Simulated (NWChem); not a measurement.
System: SiP3H7; SMILES P[SiH](P)P

NWChem input:

```
start job
memory heap 200 mb stack 900 mb global 1100 mb
geometry units angstroms noautosym nocenter noautoz
  Si    -0.035780     0.010984     0.495686
  P     -0.101710    -2.121676    -0.278183
  P     -1.823120     1.215062    -0.216862
  P      1.804498     1.125060    -0.236204
  H     -0.119831    -0.058923     1.988200
  H      0.293578    -1.746417    -1.599862
  H      1.232700    -2.437278     0.130574
  H     -2.760646     0.170148     0.053145
  H     -1.647227     0.834777    -1.583687
  H      2.700969     0.377665     0.589049
  H      1.668823     2.188091     0.710307
end
basis spherical
  * library def2-svp
end
dft
  xc pbe0
  iterations 150
end
cosmo
  do_cosmo_smd true
  solvent acetone
end
task dft energy
```

Geometry: optimised at PBE0/def2-SVP. Solvent: acetone.

Level: PBE0/def2-SVP with SMD (1 M gas to 1 M solution), gas-phase geometry. Reactions with the solvent are ignored.

Q: What results follow from this input? (PBE0/def2-SVP, SMD on the gas-phase geometry.) Quantities: solvation free energy (kcal/mol); cavity-dispersion-structure term (kcal/mol); dipole in solution (D).

A: The solvation free energy (kcal/mol) is -2.1 and the cavity-dispersion-structure term (kcal/mol) comes out as 1.8. The dipole in solution (D) is 1.31.
